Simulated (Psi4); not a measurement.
Mo (SMILES [Mo]), septet (core potentials on Mo); R2SCAN/def2-TZVP (Psi4).

Here is a job for Psi4.
```
memory 2 GB

molecule mol {
0 7
Mo    0.000000    0.000000    0.000000
}

set {
  basis def2-tzvp
  reference uks
  guess huckel
}

energy('r2scan')
print_variables()
```

Predict the main parts of the log of this Psi4 run.


```
   => Loading Basis Set <=

    Name: DEF2-TZVP
    Role: ORBITAL
    Keyword: BASIS

    !!!  WARNING: ECP capability is in beta. Please check occupations closely.  !!!

         ---------------------------------------------------------
                                   SCF
               by Justin Turney, Rob Parrish, Andy Simmonett
                          and Daniel G. A. Smith
                              UKS Reference
         ---------------------------------------------------------

  ==> Geometry <==

    Molecular point group: d2h
    Geometry (in Angstrom), charge = 0, multiplicity = 7:

       Center              X                  Y                   Z               Mass
    ------------   -----------------  -----------------  -----------------  -----------------
         MO           0.000000000000     0.000000000000     0.000000000000    97.905404820000

  Running in d2h symmetry.

  Rotational constants: A = ************  B = ************  C = ************ [cm^-1]
  Rotational constants: A = ************  B = ************  C = ************ [MHz]
  Nuclear repulsion =    0.000000000000000

  Charge       = 0
  Multiplicity = 7
  Electrons    = 14
  Nalpha       = 10
  Nbeta        = 4

  ==> Algorithm <==

  SCF Algorithm Type is DF.
  DIIS enabled.
  MOM disabled.
  Fractional occupation disabled.
  Guess Type is HUCKEL.
  Energy threshold   = 1.00e-06
  Density threshold  = 1.00e-06
  Integral threshold = 1.00e-12

  ==> Primary Basis <==

  Basis Set: DEF2-TZVP
    Blend: DEF2-TZVP
    Number of shells: 14
    Number of basis functions: 40
    Number of Cartesian functions: 46
    Spherical Harmonics?: true
    Max angular momentum: 3

  Core potential: DEF2-TZVP
    Number of shells: 4
    Number of ECP primitives: 14
    Number of ECP core electrons: 28
    Max angular momentum: 3

  ==> DFT Potential <==

   => LibXC <=

    Version 7.1.2
    S. Lehtola, C. Steigemann, M. J. T. Oliveira, and M. A. L. Marques,  SoftwareX 7, 1–5 (2018) (10.1016/j.softx.2017.11.002)

   => Composite Functional: R2SCAN <=

    r2SCAN Meta-GGA XC Functional  (0.1021/acs.jpclett.0c02405)
    J. W. Furness, A. D. Kaplan, J. Ning, J. P. Perdew, J. Sun  J. Phys. Chem. Lett.  11, 8208–8215, 2020

    Deriv               =              1
    GGA                 =           TRUE
    Meta                =           TRUE

    Exchange Hybrid     =          FALSE
    MP2 Hybrid          =          FALSE

   => Exchange Functionals <=

    1.0000   XC_MGGA_X_R2SCAN

   => Correlation Functionals <=

    1.0000   XC_MGGA_C_R2SCAN

   => LibXC Density Thresholds  <==

    XC_MGGA_C_R2SCAN:  1.00E-15
    XC_MGGA_X_R2SCAN:  1.00E-11

   => Molecular Quadrature <=

    Radial Scheme          =       TREUTLER
    Pruning Scheme         =           NONE
    Nuclear Scheme         =       TREUTLER

    Blocking Scheme        =         OCTREE
    BS radius alpha        =              1
    Pruning alpha          =              1
    Radial Points          =             75
    Spherical Points       =            302
    Total Points           =          21436
    Total Blocks           =            243
    Max Points             =            251
    Max Functions          =             40
    Weights Tolerance      =       1.00E-15

   => Loading Basis Set <=

    Name: (DEF2-TZVP AUX)
    Role: JKFIT
    Keyword: DF_BASIS_SCF

  ==> Integral Setup <==

  SCF_SUBTYPE=INCORE selected. In-core MEM_DF algorithm will be used.
  Using in-core AOs.

  ==> MemDFJK: Density-Fitted J/K Matrices <==

    J tasked:                   Yes
    K tasked:                    No
    wK tasked:                   No
    Algorithm:                 Core
    Schwarz Cutoff:           1E-12
    Mask sparsity (%):       0.0000
    Fitting Condition:        1E-10

   => Auxiliary Basis Set <=

  Basis Set: (DEF2-TZVP AUX)
    Blend: DEF2-UNIVERSAL-JKFIT
    Number of shells: 49
    Number of basis functions: 255
    Number of Cartesian functions: 384
    Spherical Harmonics?: true
    Max angular momentum: 6

  Minimum eigenvalue in the overlap matrix is 1.9423768353E-02.
  Reciprocal condition number of the overlap matrix is 6.0104299296E-03.
    Using symmetric orthogonalization.

  ==> Pre-Iterations <==

  SCF Guess: Huckel guess via on-the-fly atomic UHF (doi:10.1021/acs.jctc.8b01089).

   -------------------------------------------------------
    Irrep   Nso     Nmo     Nalpha   Nbeta   Ndocc  Nsocc
   -------------------------------------------------------
     Ag        12      12       4       1       1       3
     B1g        3       3       1       0       0       1
     B2g        3       3       1       0       0       1
     B3g        3       3       1       0       0       1
     Au         1       1       0       0       0       0
     B1u        6       6       1       1       1       0
     B2u        6       6       1       1       1       0
     B3u        6       6       1       1       1       0
   -------------------------------------------------------
    Total      40      40      10       4       4       6
   -------------------------------------------------------

  ==> Iterations <==

                           Total Energy        Delta E     RMS |[F,P]|

   @DF-UKS iter   1:   -68.11774472728042   -6.81177e+01   1.18063e-02 ADIIS/DIIS
   @DF-UKS iter   2:   -68.13849384660395   -2.07491e-02   1.01147e-02 ADIIS/DIIS
   @DF-UKS iter   3:   -68.15247394461166   -1.39801e-02   2.54001e-03 ADIIS/DIIS
   @DF-UKS iter   4:   -68.15320099823543   -7.27054e-04   1.88091e-04 ADIIS/DIIS
   @DF-UKS iter   5:   -68.15320649760318   -5.49937e-06   1.01111e-05 DIIS
   @DF-UKS iter   6:   -68.15320651430602   -1.67028e-08   2.27831e-06 DIIS
   @DF-UKS iter   7:   -68.15320651503546   -7.29443e-10   1.43396e-07 DIIS
  Energy and wave function converged.

  ==> Post-Iterations <==

   Electrons on quadrature grid:
      Nalpha   =   10.0000000000 ; deviation = 8.882e-15
      Nbeta    =    4.0000000000 ; deviation = -7.994e-15
      Ntotal   =   14.0000000000 ; deviation = 8.882e-16

   @Spin Contamination Metric:   9.724158045E-04
   @S^2 Expected:                1.200000000E+01
   @S^2 Observed:                1.200097242E+01
   @S   Expected:                3.000000000E+00
   @S   Observed:                3.000000000E+00

    Orbital Energies [Eh]
    ---------------------

    Alpha Occupied:

       1Ag    -2.505449     1B1u   -1.524275     1B2u   -1.524275
       1B3u   -1.524275     2Ag    -0.180229     1B1g   -0.170891
       1B2g   -0.170891     1B3g   -0.170891     3Ag    -0.170891
       4Ag    -0.170891

    Alpha Virtual:

       2B1u   -0.037469     2B2u   -0.037469     2B3u   -0.037469
       5Ag     0.095006     3B3u    0.140126     3B2u    0.140126
       3B1u    0.140126     6Ag     0.280408     2B3g    0.280408
       2B2g    0.280408     2B1g    0.280408     7Ag     0.280408
       4B3u    1.155360     4B2u    1.155360     4B1u    1.155360
       5B3u    1.345355     5B2u    1.345355     1Au     1.345355
       5B1u    1.345355     6B3u    1.345355     6B2u    1.345355
       6B1u    1.345355     8Ag     1.423383     3B2g    1.438972
       3B3g    1.438972     3B1g    1.438972     9Ag     1.438972
      10Ag     1.438972    11Ag    24.241155    12Ag    85.658640

    Beta Occupied:

       1Ag    -2.373779     1B3u   -1.374657     1B2u   -1.374657
       1B1u   -1.374657

    Beta Virtual:

       2Ag    -0.024189     3Ag     0.017647     4Ag     0.017647
       1B3g    0.017647     1B2g    0.017647     1B1g    0.017647
       2B3u    0.039338     2B1u    0.039338     2B2u    0.039338
       5Ag     0.180068     3B3u    0.238727     3B2u    0.238727
       3B1u    0.238727     6Ag     0.372406     2B3g    0.372406
       2B2g    0.372406     2B1g    0.372406     7Ag     0.372406
       4B1u    1.314335     4B2u    1.314335     4B3u    1.314335
       8Ag     1.558300     5B3u    1.570518     5B2u    1.570518
       5B1u    1.570518     6B1u    1.570518     6B2u    1.570518
       6B3u    1.570518     1Au     1.570518     3B1g    1.617825
       3B2g    1.617825     9Ag     1.617825     3B3g    1.617825
      10Ag     1.617825    11Ag    24.509009    12Ag    85.716067

    Final Occupation by Irrep:
             Ag   B1g   B2g   B3g    Au   B1u   B2u   B3u
    DOCC [     1,    0,    0,    0,    0,    1,    1,    1 ]
    SOCC [     3,    1,    1,    1,    0,    0,    0,    0 ]
    NA   [     4,    1,    1,    1,    0,    1,    1,    1 ]
    NB   [     1,    0,    0,    0,    0,    1,    1,    1 ]

  @DF-UKS Final Energy:   -68.15320651503546

   => Energetics <=

    Nuclear Repulsion Energy =              0.0000000000000000
    One-Electron Energy =                -116.6192382656218740
    Two-Electron Energy =                  56.4652520366133075
    DFT Exchange-Correlation Energy =      -7.9992202860269019
    Empirical Dispersion Energy =           0.0000000000000000
    VV10 Nonlocal Energy =                  0.0000000000000000
    Total Energy =                        -68.1532065150354640

  UHF NO Occupations:
  HONO-2 :    1B3g 1.0000000
  HONO-1 :    1B2g 1.0000000
  HONO-0 :    4 Ag 1.0000000
  LUNO+0 :    2B3u 0.0001472
  LUNO+1 :    2B2u 0.0001472
  LUNO+2 :    2B1u 0.0001472
  LUNO+3 :    5 Ag 0.0000447

Computation Completed

Properties will be evaluated at   0.000000,   0.000000,   0.000000 [a0]

Properties computed using the SCF density matrix

 Multipole Moments:

 ------------------------------------------------------------------------------------
     Multipole            Electronic (a.u.)      Nuclear  (a.u.)        Total (a.u.)
 ------------------------------------------------------------------------------------

 L = 1.  Multiply by 2.5417464519 to convert [e a0] to [Debye]
 Dipole X            :          0.0000000            0.0000000            0.0000000
 Dipole Y            :          0.0000000            0.0000000            0.0000000
 Dipole Z            :          0.0000000            0.0000000            0.0000000
 Magnitude           :                                                    0.0000000

 ------------------------------------------------------------------------------------

  Variable Map:
  ----------------------------------------------------------------------------
  "CURRENT ENERGY"              =>     -68.153206515035
  "CURRENT REFERENCE ENERGY"    =>     -68.153206515035
  "DD SOLVATION ENERGY"         =>       0.000000000000
  "DFT FUNCTIONAL TOTAL ENERGY" =>     -68.153206515035
  "DFT TOTAL ENERGY"            =>     -68.153206515035
  "DFT VV10 ENERGY"             =>       0.000000000000
  "DFT XC ENERGY"               =>      -7.999220286027
  "GRID ELECTRONS ALPHA"        =>      10.000000000000
  "GRID ELECTRONS BETA"         =>       4.000000000000
  "GRID ELECTRONS TOTAL"        =>      14.000000000000
  "NUCLEAR REPULSION ENERGY"    =>       0.000000000000
  "ONE-ELECTRON ENERGY"         =>    -116.619238265622
  "PCM POLARIZATION ENERGY"     =>       0.000000000000
  "PE ENERGY"                   =>       0.000000000000
  "SCF ITERATION ENERGY"        =>     -68.153206515035
  "SCF ITERATIONS"              =>       7.000000000000
  "SCF TOTAL ENERGY"            =>     -68.153206515035
  "TWO-ELECTRON ENERGY"         =>      56.465252036613
  "XC GRID RADIAL POINTS"       =>      75.000000000000
  "XC GRID SPHERICAL POINTS"    =>     302.000000000000
  "XC GRID TOTAL POINTS"        =>   21436.000000000000

  Array Variable Map:
  ----------------------------------------------------------------------------
  "CURRENT DIPOLE"              =>       0.000000000000 ... 0.000000000000 1 by 3
  "SCF DIPOLE"                  =>       0.000000000000 ... 0.000000000000 1 by 3
  "SCF TOTAL ENERGIES"          =>     -68.117744727280 ... -68.153206515035 1 by 7
```
